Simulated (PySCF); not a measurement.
Se(NH2)(SH) (H₃NSSe), SMILES N[Se]S. Atoms are numbered in the order given.

```xyz
6

Se     0.5948     0.1053     0.1616
N      0.4302    -1.7359     0.1165
H      0.5805    -2.1503     1.0261
H      1.0281    -2.1516    -0.5845
S     -1.4271     0.7568    -0.4686
H     -2.0098     0.7637     0.7452
```

Geometry: B3LYP-D3(BJ)/def2-TZVP. One conformer was computed; it need not be the lowest.

All values below come from PBE0/pcSseg-2 (PySCF).

GIAO shieldings, no solvent; atoms listed in one row are averaged. δ = σ(ref) − σ: ⁷⁷Se against Me2Se (σ = 1739.2 ppm); ¹⁵N against NH3 (σ = 263.3 ppm); ¹H against TMS (σ = 31.54 ppm); ³³S against H2S (σ = 711.3 ppm), references at their B3LYP-D3(BJ)/def2-TZVP geometries, non-relativistic.

| nucleus | atoms | count | δ (ppm) |
|---|---|---|---|
| ⁷⁷Se | Se1 | 1 | 799.9 |
| ¹⁵N | N2 | 1 | 44.9 |
| ¹H | H6 | 1 | 4.58 |
| ¹H | H4 | 1 | 2.76 |
| ¹H | H3 | 1 | 2.62 |
| ³³S | S5 | 1 | 268.5 |
